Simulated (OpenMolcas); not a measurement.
Computed transition rates of Co3+

```json
{"Program": "OpenMolcas 26.06", "Method": "MS-CASPT2, IPEA 0.25 Eh, imaginary shift 0.1 Eh (closed shells correlated: 3s 3p)", "Basis": "ANO-RCC-VQZP [7s6p4d3f2g1h]", "Scalar Hamiltonian": "DKH2, point nucleus", "Active space": "6 electrons in 5 orbitals (3d)", "State averaging": "2S+1 = 5 even, 5 roots; 2S+1 = 3 even, 45 roots; 2S+1 = 1 even, 50 roots", "Spin-orbit coupling": "state interaction with AMFI integrals over the reference wave functions, term energies averaged over their components"}
```

Rates come from the transition moments of the reference wave functions (E1 and E2 in the length form). At fixed line strength A goes as λ^-3 for E1 and M1 and as λ^-5 for E2, so a rate at the computed wavelength can be rescaled to the measured one. Measured vacuum wavelengths follow from level energies in Sugar and Corliss, J. Phys. Chem. Ref. Data 10, 1097 (1981). Branching counts decays inside the model space alone, at computed energies, and the table is only a selection of the E2 and M1 lines, drawn from those between levels with measured partners whose computed energy lies within a factor of 1.5 of the measured one.

| Upper | Lower | Type | λ computed (nm) | λ measured (nm) | A computed (s-1) | A rescaled (s-1) | Branching % |
| --- | --- | --- | --- | --- | --- | --- | --- |
| 3d⁶ ¹D₂(2) | 3d⁶ ¹G₄(1) | E2 | 178.1 | 183.4 | 2.35e+01 | 2.03e+01 | 62.5 |
| 3d⁶ ¹G₄(2) | 3d⁶ ¹I₆ | E2 | 302.4 | 312.8 | 2.87e+00 | 2.42e+00 | 56.4 |
| 3d⁶ ¹S₀(1) | 3d⁶ ³P₁(1) | M1 | 578.1 | 598.3 | 2.83e+00 |  | 100.0 |
| 3d⁶ ³F₂(2) | 3d⁶ ³H₄ | E2 | 271.4 | 281.9 | 2.81e+00 | 2.32e+00 | 39.7 |
| 3d⁶ ³F₃(2) | 3d⁶ ³H₅ | E2 | 269 | 278.8 | 2.74e+00 | 2.29e+00 | 38.6 |
| 3d⁶ ³P₀(2) | 3d⁶ ³P₂(1) | E2 | 270.7 | 282.2 | 2.01e+00 | 1.63e+00 | 47.5 |
| 3d⁶ ³P₁(1) | 3d⁶ ⁵D₂ | M1 | 422.9 | 422.8 | 1.28e+00 |  | 78.1 |
| 3d⁶ ³F₄(1) | 3d⁶ ⁵D₄ | M1 | 390.1 | 393.8 | 1.05e+00 |  | 84.1 |
| 3d⁶ ³P₂(1) | 3d⁶ ⁵D₃ | M1 | 448.9 | 449.6 | 9.93e-01 |  | 91.1 |
| 3d⁶ ³F₃(1) | 3d⁶ ⁵D₃ | M1 | 394.8 | 398.5 | 5.81e-01 |  | 65.8 |
| 3d⁶ ¹D₂(1) | 3d⁶ ³F₃(1) | M1 | 571.6 | 602.2 | 5.57e-01 |  | 40.9 |
| 3d⁶ ¹G₄(1) | 3d⁶ ³F₄(1) | M1 | 847.6 | 886 | 5.22e-01 |  | 38.0 |
| 3d⁶ ³D₃ | 3d⁶ ⁵D₄ | M1 | 269.9 | 273.6 | 5.19e-01 |  | 55.9 |
| 3d⁶ ³D₂ | 3d⁶ ⁵D₂ | M1 | 279.2 | 283.5 | 2.49e-01 |  | 37.4 |
| 3d⁶ ³F₂(1) | 3d⁶ ⁵D₂ | M1 | 398 | 401.7 | 2.32e-01 |  | 56.8 |
| 3d⁶ ¹I₆ | 3d⁶ ³H₆ | M1 | 798.7 | 815.4 | 2.05e-01 |  | 60.4 |
| 3d⁶ ¹I₆ | 3d⁶ ³H₅ | M1 | 818 | 839.6 | 1.34e-01 |  | 39.5 |
| 3d⁶ ³G₃ | 3d⁶ ³H₄ | M1 | 1756 | 1787 | 9.14e-02 |  | 40.6 |
| 3d⁶ ³G₅ | 3d⁶ ³H₆ | M1 | 1848 | 1872 | 8.22e-02 |  | 45.5 |
| 3d⁶ ³G₄ | 3d⁶ ³F₄(1) | M1 | 2330 | 2383 | 6.99e-02 |  | 44.5 |
| 3d⁶ ³H₄ | 3d⁶ ⁵D₄ | M1 | 408.7 | 412 | 2.81e-02 |  | 84.5 |
| 3d⁶ ⁵D₃ | 3d⁶ ⁵D₄ | M1 | 16170 | 15650 | 8.23e-03 | 9.08e-03 | 100.0 |
| 3d⁶ ⁵D₂ | 3d⁶ ⁵D₃ | M1 | 23330 | 22800 | 5.11e-03 | 5.47e-03 | 100.0 |
| 3d⁶ ³H₅ | 3d⁶ ³H₆ | M1 | 33840 | 28380 | 6.73e-04 | 1.14e-03 | 94.5 |
| 3d⁶ ³H₆ | 3d⁶ ⁵D₄ | E2 | 417.2 | 422.3 | 1.15e-05 |  | 100.0 |

Spin-changing lines and M1 lines between different terms are not rescaled, since their strength hangs on the term gaps too.

The largest correction is for 3d⁶ ³H₅ → 3d⁶ ³H₆ (M1): 6.73e-04 × (33840 / 28380)^3 = 1.14e-03 s-1, a factor of 1.70.

These are rates of the free ion; in crystals, glasses and complexes forced electric-dipole and non-radiative decay shorten such lifetimes by orders of magnitude. No measured rate stands beside these. Rescaling mends the energy factor alone: line strengths can still be far off where a level mixes with configurations outside the active space, and weak or spin-changing lines hang on small mixing coefficients that depend on the term gaps too, so rescaling need not improve them.

CASPT2 does not keep the components of a term degenerate, so their means are used; among the terms shown or strongly mixed into the levels shown the widest spread is 1200 cm-1 (3d⁶ ¹I). The CASPT2 spread within a term exceeds the gap to the next term for 3d⁶ ¹I and 3d⁶ ³D, 3d⁶ ³D and 3d⁶ ¹G(1), 3d⁶ ³P(2) and 3d⁶ ³F(2), so the order of their levels is uncertain, and so are names and mixing where such terms share a J. Measured partners are found by configuration, term and J. A level has none where our copy of the source lacks it or the pairing is in doubt (some pairs that miss far off the trend of their configuration count as doubtful). Levels of configurations outside the active space are missing.

A number in round brackets counts repeated terms of one configuration in the order of the reference energies.
